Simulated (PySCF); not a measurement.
Isomers of C10H10O, from PBE0-D3(BJ)/def2-SVP geometry optimisation, gas phase in PySCF. One conformer each, no zero-point energy, no frequencies.

Question: Which is lowest in electronic energy at this level?
A. `[CH2:1]=[CH:2][c:3]1[cH:4][cH:5][c:6]([C:7]([CH3:8])=[O:9])[cH:10][cH:11]1` with C1–C2–C3–C4 -176°, C5–C6–C7–C8 1° (1-(4-vinyl-phenyl)-ethanone): A = 3415, B = 575.5, C = 494.2 MHz, dipole 3.03 D
B. `[CH2:1]=[CH:2]/[CH:3]=[C:4]1/[CH:5]=[CH:6][C:7]([C:8]([CH3:9])=[O:10])=[CH:11]1` with C1–C2–C3–C4 180°, C6–C7–C8–C9 0°: A = 2735, B = 543.8, C = 454.9 MHz, dipole 3.57 D
C. 2-methyl-1-indanone, `C[C@H]1Cc2ccccc2C1=O`: A = 2338, B = 895.8, C = 667.0 MHz, dipole 3.24 D
D. `[CH3:1][C:2](=[O:3])/[CH:4]=[CH:5]/[c:6]1[cH:7][cH:8][cH:9][cH:10][cH:11]1` with C1–C2–C4–C5 180°, C4–C5–C6–C7 178°: A = 3562, B = 477.1, C = 421.9 MHz, dipole 3.20 D

Answer: C. That is 2-methyl-1-indanone (`C[C@H]1Cc2ccccc2C1=O`), 22.7 kcal/mol below the next.

```json
{"SMILES": "C[C@H]1Cc2ccccc2C1=O", "mapped SMILES": "[CH3:1][C@H:2]1[CH2:3][c:4]2[cH:5][cH:6][cH:7][cH:8][c:9]2[C:10]1=[O:11]", "E (Eh)": "-461.47680", "relative (kcal/mol)": "0.0", "relative (kJ/mol)": "0.0", "dipole (D)": "3.24"}
{"SMILES": "CC(=O)/C=C/c1ccccc1", "mapped SMILES": "[CH3:1][C:2](=[O:3])/[CH:4]=[CH:5]/[c:6]1[cH:7][cH:8][cH:9][cH:10][cH:11]1", "E (Eh)": "-461.44055", "relative (kcal/mol)": "22.7", "relative (kJ/mol)": "95.2", "dipole (D)": "3.20"}
{"SMILES": "C=Cc1ccc(C(C)=O)cc1", "mapped SMILES": "[CH2:1]=[CH:2][c:3]1[cH:4][cH:5][c:6]([C:7]([CH3:8])=[O:9])[cH:10][cH:11]1", "E (Eh)": "-461.43870", "relative (kcal/mol)": "23.9", "relative (kJ/mol)": "100.0", "dipole (D)": "3.03"}
{"SMILES": "C=C/C=C1/C=CC(C(C)=O)=C1", "mapped SMILES": "[CH2:1]=[CH:2]/[CH:3]=[C:4]1/[CH:5]=[CH:6][C:7]([C:8]([CH3:9])=[O:10])=[CH:11]1", "E (Eh)": "-461.38776", "relative (kcal/mol)": "55.9", "relative (kJ/mol)": "233.8", "dipole (D)": "3.57"}
```

As drawn, the lowest has an aromatic ring, which the highest lacks; the highest has a C=C bond outside aromatic rings, which the lowest lacks.
